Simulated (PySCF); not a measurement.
**Electronic structure of Zn⁺ (zinc, charge +1) at the UHF level**

Configuration: [Ar] 3d10 4p1, 2P determinant (an excited configuration). All numbers are calculated (PySCF 2.14, a scalar-relativistic core potential, in aug-cc-pVTZ-PP with one added diffuse shell each of s, p, d, f, g type with ECP10MDF (7s7p6d4f3g, 113 functions)).

| Property | Result |
| --- | --- |
| Total energy | -225.469765 hartree |
| One-electron energy | -399.9504 hartree |
| Hartree (Coulomb) energy | 194.1781 hartree |
| Exchange energy | -19.6975 hartree |
| ⟨S²⟩ | 0.7526 |
| ⟨L²⟩ | 2.007 |
| Sum of ⟨r⟩ | 17.64 bohr |
| Sum of ⟨r²⟩ | 26.71 bohr² |
| Traceless quadrupole moment −½Σ⟨3z² − r²⟩ along its main axis | -4.89 e·bohr² |

```json
{"shell": "3s α", "electrons": "1", "mean orbital energy (hartree)": "-6.28191", "spread (hartree)": "0", "rms radius, mean of both spins (bohr)": "0.734"}
{"shell": "3s β", "electrons": "1", "mean orbital energy (hartree)": "-6.28148", "spread (hartree)": "0", "rms radius, mean of both spins (bohr)": "0.734"}
{"shell": "3p α", "electrons": "3", "mean orbital energy (hartree)": "-4.35967", "spread (hartree)": "0.00274", "rms radius, mean of both spins (bohr)": "0.776"}
{"shell": "3p β", "electrons": "3", "mean orbital energy (hartree)": "-4.35908", "spread (hartree)": "0.00671", "rms radius, mean of both spins (bohr)": "0.776"}
{"shell": "3d α", "electrons": "5", "mean orbital energy (hartree)": "-1.18557", "spread (hartree)": "0.00841", "rms radius, mean of both spins (bohr)": "0.988"}
{"shell": "3d β", "electrons": "5", "mean orbital energy (hartree)": "-1.18544", "spread (hartree)": "0.00956", "rms radius, mean of both spins (bohr)": "0.988"}
{"shell": "4p α", "electrons": "1", "mean orbital energy (hartree)": "-0.41446", "spread (hartree)": "0", "rms radius, mean of both spins (bohr)": "3.50"}
```

Energies and moments cover only the electrons outside the core potential.
